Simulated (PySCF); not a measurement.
Harmonic spectrum computed at PBE0 in the def2-TZVP basis family (core potentials from Rb on, PySCF, no spin–orbit coupling):

| symmetry | ω (cm⁻¹) | IR (km/mol) |
| --- | --- | --- |
| a | 78 | 55.1 |
| a | 168 | 71.2 |
| a | 179 | 21.4 |
| a | 225 | 60.3 |
| a | 256 | 119 |
| a | 543 | 181 |
| a | 618 | 195 |
| a | 688 | 64.5 |
| a | 710 | 113 |
| a | 1050 | 203 |
| a | 3890 | 135 |
| a | 3924 | 175 |

Q: Which molecule gave it? In each, all ligands are bound to the one heavy central atom.
A. CO(OH)₂ (singlet)
B. RuO(OH)₂ (triplet)
C. CoO(OH)₂ (quartet)
D. MoO(OH)₂ (triplet)
E. HfO(OH)₂ (singlet)

A: D. It has C1 symmetry with Mo–O 1.667 Å, Mo–O 1.897 Å, Mo–O 1.901 Å, O–H 0.959 Å (×2).
